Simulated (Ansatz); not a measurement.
## Molecular dynamics of AlClH4OSi

The input (input.yaml):

```yaml
crystal:
  periodic: [false, false, false]
  atoms:
    - { symbol: Al, position_ang: [-0.076091, 0.027985, -0.134925] }
    - { symbol: Cl, position_ang: [-0.079827, -1.074439, 1.629444] }
    - { symbol: O, position_ang: [1.103753, -0.320982, -1.189925] }
    - { symbol: Si, position_ang: [2.373995, -1.365066, -1.274877] }
    - { symbol: H, position_ang: [1.922242, -2.715674, -1.221968] }
    - { symbol: H, position_ang: [3.053932, -1.153289, -2.507332] }
    - { symbol: H, position_ang: [3.284099, -1.144121, -0.200679] }
    - { symbol: H, position_ang: [-1.105702, 1.044086, -0.349838] }
basis:
  gaussian: { orbitals: STO-3G }
hamiltonian:
  xc: hf
md:
  timestep: 1.0
  n_steps: 100
  ensemble: nvt_langevin
  temperature: 2000.0
  initial_velocities: maxwell_boltzmann
  seed: 521671
  friction: 0.02
  masses: [{ species: H, mass: 3.016 }]
```

Run as:

```bash
$ ansatz run input.yaml --threads 1 --pin off --max-ram 2048MiB --backend cpu --events-out ev --progress --plain --runs-dir out
```

It starts from a relaxed structure.

Output, in part (one step line in 2, the closing report, with atoms numbered from 0):

```
md step     0: t =     0.00 fs  T =  1750.0 K  F+E_penalty+E_count = -28722.66580400 eV  E_kin = 1.809640 eV  (27 SCF iters)
md step     2: t =     2.00 fs  T =  1844.2 K  F+E_penalty+E_count = -28722.49729863 eV  E_kin = 1.907094 eV  (21 SCF iters)
md step     4: t =     4.00 fs  T =  1520.9 K  F+E_penalty+E_count = -28722.17120965 eV  E_kin = 1.572756 eV  (21 SCF iters)
md step     6: t =     6.00 fs  T =  1157.3 K  F+E_penalty+E_count = -28721.93550084 eV  E_kin = 1.196724 eV  (23 SCF iters)
md step     8: t =     8.00 fs  T =  1024.1 K  F+E_penalty+E_count = -28721.74093331 eV  E_kin = 1.058954 eV  (21 SCF iters)
md step    10: t =    10.00 fs  T =  1008.4 K  F+E_penalty+E_count = -28721.57775266 eV  E_kin = 1.042768 eV  (21 SCF iters)
md step    12: t =    12.00 fs  T =  1310.5 K  F+E_penalty+E_count = -28721.62178073 eV  E_kin = 1.355152 eV  (21 SCF iters)
md step    14: t =    14.00 fs  T =  1662.6 K  F+E_penalty+E_count = -28721.84134090 eV  E_kin = 1.719281 eV  (21 SCF iters)
md step    16: t =    16.00 fs  T =  1987.6 K  F+E_penalty+E_count = -28722.13025266 eV  E_kin = 2.055327 eV  (19 SCF iters)
md step    18: t =    18.00 fs  T =  1993.9 K  F+E_penalty+E_count = -28722.16446327 eV  E_kin = 2.061892 eV  (19 SCF iters)
md step    20: t =    20.00 fs  T =  1777.9 K  F+E_penalty+E_count = -28721.95399462 eV  E_kin = 1.838459 eV  (20 SCF iters)
md step    22: t =    22.00 fs  T =  1461.2 K  F+E_penalty+E_count = -28721.84608646 eV  E_kin = 1.511035 eV  (21 SCF iters)
md step    24: t =    24.00 fs  T =  1606.4 K  F+E_penalty+E_count = -28722.04836804 eV  E_kin = 1.661156 eV  (21 SCF iters)
md step    26: t =    26.00 fs  T =  2224.8 K  F+E_penalty+E_count = -28722.39105519 eV  E_kin = 2.300626 eV  (19 SCF iters)
md step    28: t =    28.00 fs  T =  1832.9 K  F+E_penalty+E_count = -28722.34511241 eV  E_kin = 1.895375 eV  (20 SCF iters)
md step    30: t =    30.00 fs  T =  1468.0 K  F+E_penalty+E_count = -28721.94797781 eV  E_kin = 1.518029 eV  (20 SCF iters)
md step    32: t =    32.00 fs  T =  1236.1 K  F+E_penalty+E_count = -28721.51370726 eV  E_kin = 1.278196 eV  (21 SCF iters)
md step    34: t =    34.00 fs  T =  1047.6 K  F+E_penalty+E_count = -28721.40244345 eV  E_kin = 1.083313 eV  (24 SCF iters)
md step    36: t =    36.00 fs  T =  1468.7 K  F+E_penalty+E_count = -28721.47661749 eV  E_kin = 1.518804 eV  (24 SCF iters)
md step    38: t =    38.00 fs  T =  1546.6 K  F+E_penalty+E_count = -28721.48546487 eV  E_kin = 1.599306 eV  (24 SCF iters)
md step    40: t =    40.00 fs  T =  1664.5 K  F+E_penalty+E_count = -28721.40590005 eV  E_kin = 1.721186 eV  (24 SCF iters)
md step    42: t =    42.00 fs  T =  1584.8 K  F+E_penalty+E_count = -28721.34419774 eV  E_kin = 1.638826 eV  (24 SCF iters)
md step    44: t =    44.00 fs  T =  1568.6 K  F+E_penalty+E_count = -28721.28545846 eV  E_kin = 1.622061 eV  (24 SCF iters)
md step    46: t =    46.00 fs  T =  1450.8 K  F+E_penalty+E_count = -28721.08389871 eV  E_kin = 1.500259 eV  (24 SCF iters)
md step    48: t =    48.00 fs  T =  1536.4 K  F+E_penalty+E_count = -28720.91038806 eV  E_kin = 1.588769 eV  (24 SCF iters)
md step    50: t =    50.00 fs  T =  1712.9 K  F+E_penalty+E_count = -28721.02456878 eV  E_kin = 1.771287 eV  (24 SCF iters)
md step    52: t =    52.00 fs  T =  2554.3 K  F+E_penalty+E_count = -28721.50508387 eV  E_kin = 2.641328 eV  (24 SCF iters)
md step    54: t =    54.00 fs  T =  2835.9 K  F+E_penalty+E_count = -28721.88296310 eV  E_kin = 2.932557 eV  (24 SCF iters)
md step    56: t =    56.00 fs  T =  3226.0 K  F+E_penalty+E_count = -28721.79039540 eV  E_kin = 3.335990 eV  (24 SCF iters)
md step    58: t =    58.00 fs  T =  2463.2 K  F+E_penalty+E_count = -28721.26912255 eV  E_kin = 2.547158 eV  (24 SCF iters)
md step    60: t =    60.00 fs  T =  2005.7 K  F+E_penalty+E_count = -28720.58541295 eV  E_kin = 2.074040 eV  (21 SCF iters)
md step    62: t =    62.00 fs  T =  1625.0 K  F+E_penalty+E_count = -28720.12694414 eV  E_kin = 1.680379 eV  (24 SCF iters)
md step    64: t =    64.00 fs  T =  1644.0 K  F+E_penalty+E_count = -28720.12613365 eV  E_kin = 1.700007 eV  (24 SCF iters)
md step    66: t =    66.00 fs  T =  2114.0 K  F+E_penalty+E_count = -28720.62798589 eV  E_kin = 2.186071 eV  (24 SCF iters)
md step    68: t =    68.00 fs  T =  2355.5 K  F+E_penalty+E_count = -28721.20287577 eV  E_kin = 2.435776 eV  (23 SCF iters)
md step    70: t =    70.00 fs  T =  2435.3 K  F+E_penalty+E_count = -28721.47919326 eV  E_kin = 2.518308 eV  (24 SCF iters)
md step    72: t =    72.00 fs  T =  2080.7 K  F+E_penalty+E_count = -28721.47505168 eV  E_kin = 2.151575 eV  (24 SCF iters)
md step    74: t =    74.00 fs  T =  2137.0 K  F+E_penalty+E_count = -28721.37781228 eV  E_kin = 2.209879 eV  (24 SCF iters)
md step    76: t =    76.00 fs  T =  1956.8 K  F+E_penalty+E_count = -28721.29567730 eV  E_kin = 2.023443 eV  (24 SCF iters)
md step    78: t =    78.00 fs  T =  1835.1 K  F+E_penalty+E_count = -28721.24306559 eV  E_kin = 1.897634 eV  (24 SCF iters)
md step    80: t =    80.00 fs  T =  1735.1 K  F+E_penalty+E_count = -28721.22061081 eV  E_kin = 1.794243 eV  (24 SCF iters)
md step    82: t =    82.00 fs  T =  1637.0 K  F+E_penalty+E_count = -28721.31789725 eV  E_kin = 1.692739 eV  (24 SCF iters)
md step    84: t =    84.00 fs  T =  2097.9 K  F+E_penalty+E_count = -28721.53386913 eV  E_kin = 2.169351 eV  (24 SCF iters)
md step    86: t =    86.00 fs  T =  2557.2 K  F+E_penalty+E_count = -28721.60539049 eV  E_kin = 2.644366 eV  (24 SCF iters)
md step    88: t =    88.00 fs  T =  2115.7 K  F+E_penalty+E_count = -28721.37226114 eV  E_kin = 2.187842 eV  (24 SCF iters)
md step    90: t =    90.00 fs  T =  1948.9 K  F+E_penalty+E_count = -28720.96484515 eV  E_kin = 2.015295 eV  (24 SCF iters)
md step    92: t =    92.00 fs  T =  1773.0 K  F+E_penalty+E_count = -28720.84395145 eV  E_kin = 1.833372 eV  (24 SCF iters)
md step    94: t =    94.00 fs  T =  1687.4 K  F+E_penalty+E_count = -28721.01126358 eV  E_kin = 1.744893 eV  (24 SCF iters)
md step    96: t =    96.00 fs  T =  2248.8 K  F+E_penalty+E_count = -28721.27625087 eV  E_kin = 2.325486 eV  (24 SCF iters)
md step    98: t =    98.00 fs  T =  2758.9 K  F+E_penalty+E_count = -28721.32620134 eV  E_kin = 2.852893 eV  (24 SCF iters)
md step   100: t =   100.00 fs  T =  2420.0 K  F+E_penalty+E_count = -28721.12016730 eV  E_kin = 2.502443 eV  (46 SCF iters)
Total energy: -28721.12016730 eV, -1055.4816982736 hartree
Atom 0 at     0.024839    -0.242992    -0.313431 Å, force     2.253662     1.816697     0.742300 eV/Å
Atom 1 at     0.562107    -1.517138     1.358173 Å, force    -1.065896     0.978655    -1.201965 eV/Å
Atom 2 at     0.896986    -0.534524    -1.695044 Å, force     1.186644    -1.489724     0.015414 eV/Å
Atom 3 at     2.519901    -1.062106    -1.602899 Å, force    -2.190219    -4.304281    -0.634506 eV/Å
Atom 4 at     3.190257    -1.438809    -2.835501 Å, force    -1.180418    -0.058256     0.375877 eV/Å
Atom 5 at     3.267516    -0.087794    -1.187919 Å, force     2.506369     3.944645     1.693072 eV/Å
Atom 6 at     2.745736    -2.132302    -0.585798 Å, force    -0.583998     1.045708    -1.506617 eV/Å
Atom 7 at    -0.157146     1.289241    -0.231091 Å, force    -0.926144    -1.933444     0.516426 eV/Å
Dipole moment:    -0.543021     0.191154    -0.432923 e Å
```

All steps were run. A run of 0.1 ps of so small a system gives no equilibrium averages. Limits of this set-up: minimal basis.

The same pairs are bonded in the first frame and the last. Pairs count as bonded within 1.25 times the sum of covalent radii (0.12 Å more for H–H).

Last frame:

```xyz
8
Properties=species:S:1:pos:R:3
Al 0.025 -0.243 -0.313
Cl 0.562 -1.517 1.358
O 0.897 -0.534 -1.695
Si 2.520 -1.062 -1.603
H 3.190 -1.439 -2.836
H 3.268 -0.088 -1.188
H 2.746 -2.132 -0.586
H -0.157 1.289 -0.231
```

Time of the run: 43 s on 1 thread of Arm Neoverse V2, on a shared host, peak memory 0.081 GiB.
